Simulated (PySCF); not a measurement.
How methods differ on the excitation energy of Ta

Ta [Xe] 4f14 5d3 6s2 (4F) → Ta [Xe] 4f14 5d4 6s1 (6D), as a difference of total energies. Calculation: PySCF 2.14, in aug-cc-pVTZ-PP with one added diffuse shell each of s, p, d, f, g type with ECP60MDF (7s7p6d4f3g, 113 functions); a scalar-relativistic core potential. Correlated levels: valence: 5s2 5p6 frozen. The calculations carry no spin-orbit coupling.

| method | excitation energy (eV) |
| --- | --- |
| UHF | 0.235 |
| LDA | 0.506 |
| PBE | 0.365 |
| PBE0 | 0.371 |
| r2SCAN | 0.164 |
| B2PLYP | 1.016 |
| M06-2X | 1.280 |
| TPSS | 0.454 |
| MP2 (valence) | 0.795 |
| SCS-MP2 (valence) | 1.473 |

Question: How much does correlation contribute at MP2 (valence)?

Answer: 0.795 − (0.235) = 0.560 eV, measured against UHF.
